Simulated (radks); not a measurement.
Results of a calculation; reference values are marked as such.
Task: Species: Ti+. Configuration: [Ar] 3d2 4f1 (not the ground configuration). Level of theory: scalar-relativistic Kohn-Sham, BLYP, spin-polarised, spherical densities, finite nucleus; open shells are filled with parallel spins first; Fermi nuclear charge, rms radius 3.5921 fm (a radial shooting solver on a logarithmic mesh with Libxc functionals). Some entries of the table are withheld. Estimate them.

orbital,occ.,eigenvalue (hartree),<r> (bohr)
1s down,1,-179.4644,0.06959
1s up,1,-179.4640,0.06959
2s up,1,-20.19292,0.3252
2s down,1,-20.17204,0.3249
2p up,3,-16.79361,0.2900
2p down,3,-16.77741,0.2897
3s up,1,-2.77892,1.006
3s down,1,-2.70982,1.007
3p up,3,-1.90685,1.083
3p down,3,-1.83908,1.086
3d up,2,-0.61940,1.426
4f up,1,(1),8.714

Result: 
(1) 4f up eigenvalue (hartree): -0.08977
